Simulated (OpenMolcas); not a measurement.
**Cr5+, Mo5+, W5+: d down the group**

```json
{
 "Program": "OpenMolcas 26.06",
 "Method": "SS-CASPT2, IPEA 0.25 Eh, imaginary shift 0.1 Eh",
 "Basis": "ANO-RCC-VTZP",
 "Scalar Hamiltonian": "DKH2, point nucleus",
 "Spin-orbit coupling": "RASSI with atomic mean-field integrals over the reference wave functions, term energies averaged over their components"
}
```

Active space for each ion: 1 electron in 5 orbitals (d); closed shells correlated by CASPT2: Cr5+ 3s 3p; Mo5+ 4s 4p; W5+ 5s 5p.

Computed levels in cm-1 above ²D_3/2:

```
                               Level  Cr5+  Mo5+   W5+
                              ²D_5/2   923  2480  8930
weight of ²D in the lowest level (%)   100   100   100
```

Measured, with the error of the calculation in %. Measured levels: Cr5+ from Sugar and Corliss, J. Phys. Chem. Ref. Data 6, 317 (1977); Mo5+ from Sugar and Musgrove, J. Phys. Chem. Ref. Data 17, 155 (1988); W5+ from the list in J. Phys. B 45, 035002 (2012).

| Level | Cr5+ | Mo5+ | W5+ |
| --- | --- | --- | --- |
| ²D_5/2 | 940 (-1.8) | 2584 (-3.9) | 8709 (+2.5) |

The fine-structure level ²D_5/2 changes by a factor of 9.67 from Cr5+ to W5+.

CASPT2 breaks the degeneracy within a term, and the mean is taken; among the terms shown or strongly mixed into the levels shown the widest spread is 18 cm-1 (3d ²D, Cr5+). With one active electron, CASPT2 adds the correlation within the correlated inactive shells and between them and that electron, and leaves the splitting within a term as the reference gives it. Computed and measured levels are paired by configuration, term and J; levels that our copy of the source lacks, or whose pairing is in doubt (as where it misses far off the trend of its configuration), stay unpaired and out of the deviations. Only configurations of the active space appear.
